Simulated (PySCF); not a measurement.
PySCF input (M06-2X/def2-TZVPD):

```python
from pyscf import gto, scf, dft

mol = gto.M(
    atom='''
    Si   -0.37789240   -0.19090020    0.12033417
    O    -0.55175281    1.31143864   -0.26473893
    O     1.23091311   -0.75379919   -0.01095372
    H    -1.14568575   -1.20710415   -0.70974336
    H    -0.74355969   -0.58318763    1.54286845
    H     1.74645660    0.00177896   -0.31226225
    ''',
    basis='def2-tzvpd',
    charge=-1,
    spin=0,
    verbose=4,
)

mf = dft.RKS(mol, xc='m062x').density_fit(auxbasis='def2-universal-jkfit')
mf.grids.level = 4
mf.conv_tol = 1e-9
mf.max_cycle = 100
mf.max_memory = 1500
mf.kernel()
if not mf.converged:
    mf = mf.newton()
    mf.kernel(mf.make_rdm1())
mf.analyze()
```

Output:

```
PySCF version 2.14.0

[INPUT] verbose = 4
[INPUT] num. atoms = 6
[INPUT] num. electrons = 34
[INPUT] charge = -1
[INPUT] spin (= nelec alpha-beta = 2S) = 0
[INPUT] symmetry False subgroup None
[INPUT] Mole.unit = angstrom
[INPUT] Symbol           X                Y                Z      unit          X                Y                Z       unit  Magmom
[INPUT]  1 Si    -0.377892400000  -0.190900200000   0.120334170000 AA   -0.714113140555  -0.360749095125   0.227398624727 Bohr   0.0
[INPUT]  2 O     -0.551752810000   1.311438640000  -0.264738930000 AA   -1.042661699359   2.478259858772  -0.500284072210 Bohr   0.0
[INPUT]  3 O      1.230913110000  -0.753799190000  -0.010953720000 AA    2.326088661037  -1.424474022019  -0.020699530845 Bohr   0.0
[INPUT]  4 H     -1.145685750000  -1.207104150000  -0.709743360000 AA   -2.165032292317  -2.281096247326  -1.341220569129 Bohr   0.0
[INPUT]  5 H     -0.743559690000  -0.583187630000   1.542868450000 AA   -1.405124171366  -1.102064899934   2.915598816732 Bohr   0.0
[INPUT]  6 H      1.746456600000   0.001778960000  -0.312262250000 AA    3.300324662439   0.003361747187  -0.590090131540 Bohr   0.0

nuclear repulsion = 111.298533849666
number of shells = 58
number of NR pGTOs = 212
number of NR cGTOs = 150
basis = def2-tzvpd
ecp = {}

******** <class 'pyscf.df.df_jk.DFRKS'> ********
method = DFRKS
initial guess = minao
damping factor = 0
level_shift factor = 0
DIIS = <class 'pyscf.scf.diis.CDIIS'>
diis_start_cycle = 1
diis_space = 8
diis_damp = 0
SCF conv_tol = 1e-09
SCF conv_tol_grad = None
SCF max_cycles = 100
direct_scf = False
XC library pyscf.dft.libxc version 7.1.2
    S. Lehtola, C. Steigemann, M. J. T. Oliveira, and M. A. L. Marques,  SoftwareX 7, 1–5 (2018)
XC functionals = m062x
    Y. Zhao and D. G. Truhlar,  Theor. Chem. Acc. 120, 215 (2008)
    Y. Zhao and D. G. Truhlar,  Theor. Chem. Acc. 120, 215 (2008)
radial grids:
    Treutler-Ahlrichs [JCP 102, 346 (1995); DOI:10.1063/1.469408] (M4) radial grids

becke partition: Becke, JCP 88, 2547 (1988); DOI:10.1063/1.454033
pruning grids: <function nwchem_prune>
grids dens level: 4
symmetrized grids: False
atomic radii adjust function: <function treutler_atomic_radii_adjust>
small_rho_cutoff = 0
Set gradient conv threshold to 3.16228e-05
Initial guess from minao.
tot grids = 132568
******** <class 'pyscf.df.df.DF'> ********
auxbasis = def2-universal-jkfit
init E= -441.763641164853
  HOMO = -0.33183384196105  LUMO = -0.0170006278570802  gap/eV = 8.56705
cycle= 1 E= -441.633752570606  delta_E= 0.13  |g|= 1.07  |ddm|= 1.81
  HOMO = 0.103944979317929  LUMO = 0.155185028391654  gap/eV = 1.39431
[...]
cycle= 10 E= -441.865492113461  delta_E= -4.23e-10  |g|= 5.74e-06  |ddm|= 8.87e-05
  HOMO = -0.107144510522844  LUMO = 0.145991836123963  gap/eV = 6.88819
Extra cycle  E= -441.865492113482  delta_E= -2.07e-11  |g|= 3.38e-06  |ddm|= 1.13e-05
converged SCF energy = -441.865492113482
**** SCF Summaries ****
Total Energy =                        -441.865492113481650
Nuclear Repulsion Energy =             111.298533849666242
One-electron Energy =                 -840.192928372234974
Two-electron Energy =                  287.028902409087038
Two-electron Coulomb Energy =          326.484970423917503
DFT Exchange-Correlation Energy =      -39.456068014830450
HOMO-LUMO gap [eV] =                     6.888190844298800
**** MO energy ****
MO #1   energy= -66.8002711714187  occ= 2
MO #2   energy= -19.4282627159589  occ= 2
MO #3   energy= -19.3301385437478  occ= 2
MO #4   energy= -5.33434427446583  occ= 2
MO #5   energy= -3.64659596056803  occ= 2
MO #6   energy= -3.64573659570971  occ= 2
MO #7   energy= -3.64404578279234  occ= 2
MO #8   energy= -0.921993141152342 occ= 2
MO #9   energy= -0.781976177815793 occ= 2
MO #10  energy= -0.412561763341365 occ= 2
MO #11  energy= -0.310496679776747 occ= 2
MO #12  energy= -0.258555720610363 occ= 2
MO #13  energy= -0.251581960601363 occ= 2
MO #14  energy= -0.178066290508511 occ= 2
MO #15  energy= -0.173709958972255 occ= 2
MO #16  energy= -0.121728134124077 occ= 2
MO #17  energy= -0.107144510522844 occ= 2
MO #18  energy= 0.145991836123963  occ= 0
MO #19  energy= 0.176974953069083  occ= 0
MO #20  energy= 0.185805515521564  occ= 0
MO #21  energy= 0.205323087006727  occ= 0
MO #22  energy= 0.219534448019329  occ= 0
MO #23  energy= 0.225807601052375  occ= 0
MO #24  energy= 0.232844140556872  occ= 0
MO #25  energy= 0.2435253303281    occ= 0
MO #26  energy= 0.261528506480872  occ= 0
MO #27  energy= 0.275670440659972  occ= 0
MO #28  energy= 0.28257666944847   occ= 0
MO #29  energy= 0.307916798401561  occ= 0
MO #30  energy= 0.325962577318226  occ= 0
MO #31  energy= 0.34055206466564   occ= 0
MO #32  energy= 0.352098271758258  occ= 0
MO #33  energy= 0.355822912690378  occ= 0
MO #34  energy= 0.370711290574184  occ= 0
MO #35  energy= 0.380750916464889  occ= 0
MO #36  energy= 0.40069112223268   occ= 0
MO #37  energy= 0.428807675363185  occ= 0
MO #38  energy= 0.43774134857677   occ= 0
MO #39  energy= 0.441402273278806  occ= 0
MO #40  energy= 0.479564634236575  occ= 0
MO #41  energy= 0.48321932994686   occ= 0
MO #42  energy= 0.495725982556363  occ= 0
MO #43  energy= 0.504199634364956  occ= 0
MO #44  energy= 0.515230242683093  occ= 0
MO #45  energy= 0.536147533963254  occ= 0
MO #46  energy= 0.549038372726509  occ= 0
MO #47  energy= 0.567066704169049  occ= 0
MO #48  energy= 0.567762338189213  occ= 0
MO #49  energy= 0.608371417493473  occ= 0
MO #50  energy= 0.644798729806079  occ= 0
MO #51  energy= 0.652314313453111  occ= 0
MO #52  energy= 0.67729451318253   occ= 0
MO #53  energy= 0.679825903942983  occ= 0
MO #54  energy= 0.697781213072779  occ= 0
MO #55  energy= 0.711237211771508  occ= 0
MO #56  energy= 0.718022319180354  occ= 0
MO #57  energy= 0.75142607497585   occ= 0
MO #58  energy= 0.752522230044322  occ= 0
MO #59  energy= 0.774574946003071  occ= 0
MO #60  energy= 0.777333328404608  occ= 0
MO #61  energy= 0.8260274004154    occ= 0
MO #62  energy= 0.866799826544362  occ= 0
MO #63  energy= 0.889810849958454  occ= 0
MO #64  energy= 0.899741571075608  occ= 0
MO #65  energy= 0.9421038843884    occ= 0
MO #66  energy= 0.992304626695126  occ= 0
MO #67  energy= 0.99363252814748   occ= 0
MO #68  energy= 1.0337012202713    occ= 0
MO #69  energy= 1.05238383898921   occ= 0
MO #70  energy= 1.08328229510789   occ= 0
MO #71  energy= 1.08693288826484   occ= 0
MO #72  energy= 1.13686673637888   occ= 0
MO #73  energy= 1.16117341772119   occ= 0
MO #74  energy= 1.22768206915269   occ= 0
MO #75  energy= 1.2926738062104    occ= 0
MO #76  energy= 1.29977640922501   occ= 0
MO #77  energy= 1.35784835427767   occ= 0
MO #78  energy= 1.39583485783049   occ= 0
MO #79  energy= 1.41016124602709   occ= 0
MO #80  energy= 1.42056801384408   occ= 0
MO #81  energy= 1.45331765446274   occ= 0
MO #82  energy= 1.48092873329196   occ= 0
MO #83  energy= 1.55844610513971   occ= 0
MO #84  energy= 1.56990502811319   occ= 0
MO #85  energy= 1.61492024914567   occ= 0
MO #86  energy= 1.63898625434666   occ= 0
MO #87  energy= 1.76840602499856   occ= 0
MO #88  energy= 1.78094391913047   occ= 0
MO #89  energy= 1.82961202527506   occ= 0
MO #90  energy= 1.84615274477147   occ= 0
MO #91  energy= 1.97897760102299   occ= 0
MO #92  energy= 2.04116170555912   occ= 0
MO #93  energy= 2.05168936601491   occ= 0
MO #94  energy= 2.07996831610896   occ= 0
MO #95  energy= 2.16523967121511   occ= 0
MO #96  energy= 2.20866675390612   occ= 0
MO #97  energy= 2.21134135385952   occ= 0
MO #98  energy= 2.21751493416362   occ= 0
MO #99  energy= 2.23676669740154   occ= 0
MO #100 energy= 2.30161424890596   occ= 0
MO #101 energy= 2.38092888537258   occ= 0
MO #102 energy= 2.39391839758057   occ= 0
MO #103 energy= 2.4570876579359    occ= 0
MO #104 energy= 2.50590697419591   occ= 0
MO #105 energy= 2.60081440323119   occ= 0
MO #106 energy= 2.62503382871039   occ= 0
MO #107 energy= 2.66656358783867   occ= 0
[...]
```

It need not be the lowest isomer of its formula. Whether it binds its extra electron was not tested at this geometry.
